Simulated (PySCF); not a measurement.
Computed with PySCF with PBE-D3(BJ)/def2-TZVP // BP86-D3(BJ)/def2-SVP. Gas-phase values, no solvent. One relaxed conformer stands for a flexible species; it need not be the lowest. 

Reference species: [Ti(NH2)4] (neutral, multiplicity 1).

```
Item                                                             Value
------------------------------------------------------------  --------
coordination number                                                  4
LUMO                                                          -1.71 eV
mean distance from the central atom to its bonded neighbours   1.899 Å
```

Changed species: [Mo(=O)2(NH2)2] (M = Mo, dioxo; the reference has M = Ti).

Task: Predict the effect on the coordination number, LUMO and mean distance from the central atom to its bonded neighbours.

Result: the coordination number stays essentially unchanged; the LUMO falls by 1.08 eV, to -2.79 eV; the mean distance from the central atom to its bonded neighbours falls by 0.071 Å, to 1.828 Å.
